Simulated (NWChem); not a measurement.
Basis-set convergence for hydrogen iodide (HI)

SMILES: I
```xyz
2

I      0.0000     0.0000     0.0302
H      0.0000     0.0000    -1.6026
```
Charge 0, spin multiplicity 1.

The numbers come from NWChem runs, not from measurements. All single points use one geometry, from PBE/def2-SVP with def2 effective core potentials on I, a minimum by its harmonic frequencies.

Quantity: LUMO energy at the level PBE.

Effective core potentials replace the inner electrons of I; spin-orbit coupling is left out.

```csv
basis,functions,LUMO energy (eV)
def2-SVP,31,?
def2-SVPD,43,-1.92
def2-TZVP,56,-1.82
def2-TZVPP,64,-1.81
def2-TZVPD,68,-1.92
def2-QZVP,112,?
```

Q: Some entries are withheld; supply them.

A: 
- def2-SVP, LUMO energy (eV): -1.69
- def2-QZVP, LUMO energy (eV): -1.88
